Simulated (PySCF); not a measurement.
Geometries of 3 isomers of CH7B2N, from PBE0-D3(BJ)/def2-SVP geometry optimisation, gas phase in PySCF. One conformer each, no zero-point energy, no frequencies.

**Question.** Which is lowest in electronic energy at this level?
A.
```xyz
11
angstrom
B     -1.612    0.155   -0.400
C     -0.698   -0.746    0.457
B      0.674   -0.659   -0.348
N      1.652    0.274   -0.014
H     -1.789    1.320   -0.112
H     -2.114   -0.260   -1.422
H     -0.561   -0.390    1.489
H     -1.004   -1.804    0.427
H      0.890   -1.386   -1.292
H      2.531    0.348   -0.508
H      1.555    0.935    0.747
```
B.
```xyz
11
angstrom
B      2.105   -0.179   -0.492
N      0.825    0.314   -0.143
B     -0.398   -0.424   -0.115
C     -1.767    0.231    0.273
H      3.054    0.572   -0.478
H      2.223   -1.340   -0.799
H      0.767    1.298    0.108
H     -0.334   -1.595   -0.414
H     -2.473    0.126   -0.569
H     -2.229   -0.330    1.104
H     -1.717    1.294    0.554
```
C.
```xyz
11
angstrom
B      0.209    1.416    0.460
N      0.122    0.081   -0.023
B      1.231   -0.520   -0.685
C     -1.102   -0.695    0.166
H      1.233    2.033    0.306
H     -0.747    1.907    1.017
H      1.128   -1.657   -1.089
H      2.246    0.112   -0.833
H     -0.950   -1.495    0.908
H     -1.914   -0.048    0.522
H     -1.417   -1.167   -0.776
```

**Answer.** B. That is `BNBC` (CH7B2N), 21.0 kcal/mol below the next.

```csv
SMILES,atoms numbered as above,E (Eh),relative (kcal/mol),relative (kJ/mol),dipole (D)
BNBC,[BH2:1][NH:2][BH:3][CH3:4],-146.53995,0.0,0.0,1.71
BN(B)C,[BH2:1][N:2]([BH2:3])[CH3:4],-146.50651,21.0,87.8,1.57
BCBN,[BH2:1][CH2:2][BH:3][NH2:4],-146.50452,22.2,93.0,2.37
```
